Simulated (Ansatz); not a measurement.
Ge2F5⁻, relaxed as a singlet with RKS PBE0-D4/def2-SVPD in Ansatz, starting from the GFN1-xTB geometry. Force threshold 0.02 eV/Å.

The structure comes from a short search, and lower isomers may exist.

Start:

| atom | x (Å) | y (Å) | z (Å) |
| --- | --- | --- | --- |
| Ge1 | 0.181 | 1.230 | 1.082 |
| Ge2 | 0.149 | -0.645 | -0.453 |
| F3 | -0.421 | 2.560 | -0.027 |
| F4 | -0.739 | -2.189 | -0.396 |
| F5 | 0.594 | -0.630 | -2.173 |
| F6 | 1.694 | -1.317 | 0.101 |
| F7 | -1.458 | 0.990 | 1.866 |

(1) Estimate the energy that the relaxation releases and the steps that it takes.

(2) Does the start keep its bonding?

(3) Predict the relaxed structure.

## Answers

(1) 7.7 kcal/mol, in 26 steps; 2.1 min on 4 threads of Arm Neoverse V1 on a shared host. The force fell under the threshold at step 9, but the optimiser went on and released 0.022 eV more. No frequencies were taken in this run, so the end may be a saddle point.

(2) By distances, no bond broke or formed. The bond that changes most is Ge1–Ge2, from 2.42 to 2.69 Å (atoms count from 1). The end is the same structure that another start reached.

(3) 
Cartesian coordinates in Å:
```
Ge 0.175 1.661 0.900
Ge 0.328 -0.674 -0.423
F -1.199 2.261 -0.125
F -0.987 -1.813 -0.806
F 1.061 -0.552 -2.048
F 1.485 -1.835 0.291
F -0.864 0.954 2.212
```
Bond lengths: 5 × F–Ge 1.78 to 1.82 Å; 1 × Ge–Ge 2.69 Å.
